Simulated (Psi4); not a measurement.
Psi4 input (wB97X-D/6-311+G**):

```
memory 1500 MB

molecule {
-1 1
C     1.55095800   -0.79262200    0.50749700
Si   -0.01993100    0.03585600   -0.21982500
C    -1.45430000   -0.74559000    0.78764200
O    -0.16519300   -0.04270300   -1.76493600
O     0.06263200    1.63131300    0.39801500
H     1.56898100   -1.86125300    0.27059000
H     2.44461600   -0.34082700    0.06632600
H     1.62613800   -0.69273900    1.59795900
H    -2.39963700   -0.26501500    0.51790000
H    -1.54893200   -1.81245900    0.56123700
H    -1.32354800   -0.64657700    1.87292400
H     0.15194800    1.63728300    1.35515300
symmetry c1
no_reorient
no_com
}

set {
  basis 6-311+G**
  reference rks
  scf_type df
  df_basis_scf def2-universal-jkfit
  dft_radial_points 99
  dft_spherical_points 590
  e_convergence 1e-8
  d_convergence 1e-7
  maxiter 150
}

e = energy('wb97x-d')
print_out(f'\nFINAL {e:.10f} DIPOLE {variable("CURRENT DIPOLE")[0]:.6f} {variable("CURRENT DIPOLE")[1]:.6f} {variable("CURRENT DIPOLE")[2]:.6f}\n')
```

Output:

```
   => Loading Basis Set <=

    Name: 6-311+G**
    Role: ORBITAL
    Keyword: BASIS
    atoms 1, 3 entry C          line   129 file 6-311pgss.gbs
    atoms 2    entry SI         line   351 file 6-311pgss.gbs
    atoms 4-5  entry O          line   171 file 6-311pgss.gbs
    atoms 6-12 entry H          line    42 file 6-311pgss.gbs

   => WB97X-D: Empirical Dispersion <=

    Chai and Head-Gordon Dispersion Correction
    Chai, J.-D.; Head-Gordon, M. (2010), J. Chem. Phys., 132: 6615-6620

        s6 =       1.000000

         ---------------------------------------------------------
                                   SCF
               by Justin Turney, Rob Parrish, Andy Simmonett
                          and Daniel G. A. Smith
                              RKS Reference
         ---------------------------------------------------------

  ==> Geometry <==

    Molecular point group: c1
    Full point group: C1

    Geometry (in Angstrom), charge = -1, multiplicity = 1:

       Center              X                  Y                   Z               Mass
    ------------   -----------------  -----------------  -----------------  -----------------
         C            1.550958000000    -0.792622000000     0.507497000000    12.000000000000
         SI          -0.019931000000     0.035856000000    -0.219825000000    27.976926534650
         C           -1.454300000000    -0.745590000000     0.787642000000    12.000000000000
         O           -0.165193000000    -0.042703000000    -1.764936000000    15.994914619570
         O            0.062632000000     1.631313000000     0.398015000000    15.994914619570
         H            1.568981000000    -1.861253000000     0.270590000000     1.007825032230
         H            2.444616000000    -0.340827000000     0.066326000000     1.007825032230
         H            1.626138000000    -0.692739000000     1.597959000000     1.007825032230
         H           -2.399637000000    -0.265015000000     0.517900000000     1.007825032230
         H           -1.548932000000    -1.812459000000     0.561237000000     1.007825032230
         H           -1.323548000000    -0.646577000000     1.872924000000     1.007825032230
         H            0.151948000000     1.637283000000     1.355153000000     1.007825032230

  Running in c1 symmetry.

  Rotational constants: A =      0.12018  B =      0.11826  C =      0.11263 [cm^-1]
  Rotational constants: A =   3602.85287  B =   3545.38479  C =   3376.68269 [MHz]
  Nuclear repulsion =  243.558952613371360

  Charge       = -1
  Multiplicity = 1
  Electrons    = 50
  Nalpha       = 25
  Nbeta        = 25

  ==> Algorithm <==

  SCF Algorithm Type is DF.
  DIIS enabled.
  MOM disabled.
  Fractional occupation disabled.
  Guess Type is SAD.
  Energy threshold   = 1.00e-08
  Density threshold  = 1.00e-07
  Integral threshold = 1.00e-12

  ==> Primary Basis <==

  Basis Set: 6-311+G**
    Blend: 6-311+G**
    Number of shells: 82
    Number of basis functions: 160
    Number of Cartesian functions: 165
    Spherical Harmonics?: true
    Max angular momentum: 2

  ==> DFT Potential <==

   => LibXC <=

    Version 7.1.2
    S. Lehtola, C. Steigemann, M. J. T. Oliveira, and M. A. L. Marques,  SoftwareX 7, 1–5 (2018) (10.1016/j.softx.2017.11.002)

   => Composite Functional: WB97X-D <=

    wB97X-D Hyb-GGA Exchange-Correlation Functional

    J.-D. Chai and M. Head-Gordon,  Phys. Chem. Chem. Phys. 10, 6615–6620 (2008) (10.1039/B810189B)

    Deriv               =              1
    GGA                 =           TRUE
    Meta                =          FALSE

    Exchange Hybrid     =           TRUE
    MP2 Hybrid          =          FALSE

   => Exchange-Correlation Functionals <=

    1.0000   wB97X-D range-separated functional

   => Exact (HF) Exchange <=

    0.7780            HF,LR [omega = 0.2000]
    0.2220               HF

   => LibXC Density Thresholds  <==

    XC_HYB_GGA_XC_WB97X_D:  1.00E-14

   => Molecular Quadrature <=

    Radial Scheme          =       TREUTLER
    Pruning Scheme         =           NONE
    Nuclear Scheme         =       TREUTLER

    Blocking Scheme        =         OCTREE
    BS radius alpha        =              1
    Pruning alpha          =              1
    Radial Points          =             99
    Spherical Points       =            590
    Total Points           =         663597
    Total Blocks           =           4633
    Max Points             =            256
    Max Functions          =            158
    Weights Tolerance      =       1.00E-15

   => Loading Basis Set <=

    Name: DEF2-UNIVERSAL-JKFIT
    Role: JKFIT
    Keyword: DF_BASIS_SCF
    atoms 1, 3 entry C          line   198 file def2-universal-jkfit.gbs
    atoms 2    entry SI         line   737 file def2-universal-jkfit.gbs
    atoms 4-5  entry O          line   318 file def2-universal-jkfit.gbs
    atoms 6-12 entry H          line    18 file def2-universal-jkfit.gbs

  ==> Integral Setup <==

  SCF_SUBTYPE=INCORE selected. In-core MEM_DF algorithm will be used.
  Using in-core AOs.

  ==> MemDFJK: Density-Fitted J/K Matrices <==

    J tasked:                   Yes
    K tasked:                   Yes
    wK tasked:                  Yes
    Omega:                2.000E-01
    Algorithm:                 Core
    Schwarz Cutoff:           1E-12
    Mask sparsity (%):       2.2344
    Fitting Condition:        1E-10

   => Auxiliary Basis Set <=

  Basis Set: DEF2-UNIVERSAL-JKFIT
    Blend: DEF2-UNIVERSAL-JKFIT
    Number of shells: 180
    Number of basis functions: 558
    Number of Cartesian functions: 659
    Spherical Harmonics?: true
    Max angular momentum: 4

  Cached 33.3% of DFT collocation blocks in 0.724 [GiB].

  Minimum eigenvalue in the overlap matrix is 3.7467591823E-04.
  Reciprocal condition number of the overlap matrix is 3.8540699151E-05.
    Using symmetric orthogonalization.

  ==> Pre-Iterations <==

  SCF Guess: Superposition of Atomic Densities via on-the-fly atomic UHF (no occupation information).

   -------------------------
    Irrep   Nso     Nmo
   -------------------------
     A        160     160
   -------------------------
    Total     160     160
   -------------------------

  ==> Iterations <==

                           Total Energy        Delta E     RMS |[F,P]|

   @DF-RKS iter SAD:  -519.25916697688331   -5.19259e+02   0.00000e+00
   @DF-RKS iter   1:  -519.83885539362257   -5.79688e-01   7.89648e-03 DIIS/ADIIS
   @DF-RKS iter   2:  -517.58025703204646    2.25860e+00   1.30946e-02 DIIS/ADIIS
   @DF-RKS iter   3:  -520.31862838875372   -2.73837e+00   4.05399e-03 DIIS/ADIIS
   @DF-RKS iter   4:  -520.49343523773246   -1.74807e-01   9.41764e-04 DIIS/ADIIS
   @DF-RKS iter   5:  -520.50646776422855   -1.30325e-02   4.03251e-04 DIIS/ADIIS
   @DF-RKS iter   6:  -520.50802288318619   -1.55512e-03   1.67546e-04 DIIS/ADIIS
   @DF-RKS iter   7:  -520.50830208171578   -2.79199e-04   4.76033e-05 DIIS
   @DF-RKS iter   8:  -520.50832750166421   -2.54199e-05   1.53321e-05 DIIS
   @DF-RKS iter   9:  -520.50833117752506   -3.67586e-06   6.13026e-06 DIIS
   @DF-RKS iter  10:  -520.50833178916594   -6.11641e-07   1.61653e-06 DIIS
   @DF-RKS iter  11:  -520.50833184550731   -5.63414e-08   1.16112e-07 DIIS
   @DF-RKS iter  12:  -520.50833184634655   -8.39236e-10   2.89997e-08 DIIS
  Energy and wave function converged.

  ==> Post-Iterations <==

   Electrons on quadrature grid:
      Ntotal   =   50.0000025883 ; deviation = 2.588e-06

    Orbital Energies [Eh]
    ---------------------

    Doubly Occupied:

       1A    -66.054479     2A    -19.055331     3A    -18.946938
       4A    -10.092806     5A    -10.092804     6A     -5.184785
       7A     -3.530959     8A     -3.528997     9A     -3.527732
      10A     -0.910831    11A     -0.767589    12A     -0.629451
      13A     -0.611524    14A     -0.423097    15A     -0.344915
      16A     -0.331053    17A     -0.322113    18A     -0.317886
      19A     -0.315267    20A     -0.252115    21A     -0.240608
      22A     -0.189395    23A     -0.187987    24A     -0.132739
      25A     -0.121070

    Virtual:

      26A      0.164215    27A      0.196103    28A      0.205680
      29A      0.224455    30A      0.236701    31A      0.237737
      32A      0.247270    33A      0.248671    34A      0.250956
      35A      0.270565    36A      0.299344    37A      0.316078
      38A      0.337608    39A      0.355319    40A      0.366276
      41A      0.378979    42A      0.390535    43A      0.394813
      44A      0.414601    45A      0.425114    46A      0.429358
      47A      0.466222    48A      0.475064    49A      0.475824
      50A      0.494815    51A      0.509514    52A      0.525507
      53A      0.531739    54A      0.537858    55A      0.551102
      56A      0.560819    57A      0.583427    58A      0.594948
      59A      0.617585    60A      0.635825    61A      0.648330
      62A      0.740860    63A      0.741746    64A      0.757554
      65A      0.758828    66A      0.784217    67A      0.863159
      68A      0.874796    69A      0.875446    70A      0.898651
      71A      0.916208    72A      0.963918    73A      0.966901
      74A      0.974338    75A      0.982992    76A      1.114098
      77A      1.125808    78A      1.166307    79A      1.177867
      80A      1.312235    81A      1.318550    82A      1.321806
      83A      1.326247    84A      1.360288    85A      1.376333
      86A      1.401990    87A      1.434210    88A      1.466785
      89A      1.471551    90A      1.510813    91A      1.583002
      92A      1.638085    93A      1.664517    94A      1.703670
      95A      1.705472    96A      1.725852    97A      1.805233
      98A      1.820894    99A      1.833509   100A      1.851573
     101A      1.854396   102A      1.896976   103A      1.912093
     104A      1.969346   105A      1.988974   106A      2.008152
     107A      2.021599   108A      2.039990   109A      2.121819
     110A      2.292497   111A      2.306205   112A      2.331895
     113A      2.415162   114A      2.440168   115A      2.480252
     116A      2.489849   117A      2.687210   118A      2.695505
     119A      2.728402   120A      2.735692   121A      2.771112
     122A      2.771699   123A      2.778475   124A      2.815288
     125A      2.830456   126A      2.876253   127A      2.901835
     128A      3.057557   129A      3.135044   130A      3.149741
     131A      3.205030   132A      3.215998   133A      3.294121
     134A      3.335784   135A      3.386372   136A      3.390504
     137A      3.423435   138A      3.539194   139A      3.575355
     140A      3.861986   141A      3.996701   142A      4.005233
     143A      4.023883   144A      4.027614   145A      4.126848
     146A      5.302515   147A      5.334308   148A      5.423795
     149A      5.427210   150A      5.506527   151A      5.791953
     152A      6.165743   153A     11.770678   154A     11.797534
     155A     11.949958   156A     24.232083   157A     24.249993
     158A     50.239967   159A     50.315295   160A    141.638010

    Final Occupation by Irrep:
              A
    DOCC [    25 ]
    NA   [    25 ]
    NB   [    25 ]

  @DF-RKS Final Energy:  -520.50833184634655

   => Energetics <=

    Nuclear Repulsion Energy =            243.5589526133713605
    One-Electron Energy =               -1211.0026937350135086
    Two-Electron Energy =                 483.4742242984234508
    DFT Exchange-Correlation Energy =     -36.5342254769629875
    Empirical Dispersion Energy =          -0.0045895461648799
    VV10 Nonlocal Energy =                  0.0000000000000000
    Total Energy =                       -520.5083318463465503

Computation Completed

Properties will be evaluated at   0.000000,   0.000000,   0.000000 [a0]

Properties computed using the SCF density matrix

 Multipole Moments:

 ------------------------------------------------------------------------------------
     Multipole            Electronic (a.u.)      Nuclear  (a.u.)        Total (a.u.)
 ------------------------------------------------------------------------------------

 L = 1.  Multiply by 2.5417464519 to convert [e a0] to [Debye]
 Dipole X            :          0.2095158           -0.0000151            0.2095007
 Dipole Y            :         -0.3707423            0.0000094           -0.3707329
 Dipole Z            :          2.3096598            0.0000094            2.3096693
 Magnitude           :                                                    2.3485965

 ------------------------------------------------------------------------------------

FINAL -520.5083318463 DIPOLE 0.209501 -0.370733 2.309669

*** Psi4 exiting successfully. Buy a developer a beer!
```

The dipole moment of an ion depends on the origin.

The geometry given is a B3LYP-D3(BJ)/def2-TZVP minimum.
